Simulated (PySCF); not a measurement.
C2H7FSi2, SMILES F[SiH2]/C=C\[SiH3].

Coordinates come from a B3LYP-D3(BJ)/def2-SVP optimisation. The structure was generated by enumeration; whether it is a known compound was not checked. One conformer was computed; it need not be the lowest.

All values below come from ωB97X/def2-TZVP (PySCF).

Isolated molecule, no solvent.

```yaml
total_energy: -759.32209 hartree
point_group: Cs
highest_occupied_level: -10.43 eV
lowest_empty_level: 0.85 eV
orbital_gap: 11.28 eV
dipole_moment: 1.99 D
quadrupole, principal values (traceless, Buckingham form, about the centre of nuclear charge): -2.23, -0.10, 2.33 D·Å
mean_static_polarisability: 74.9 bohr³ (11.11 Å³)
polarisability_principal_values: 60.4, 68.4, 96.0 bohr³
```
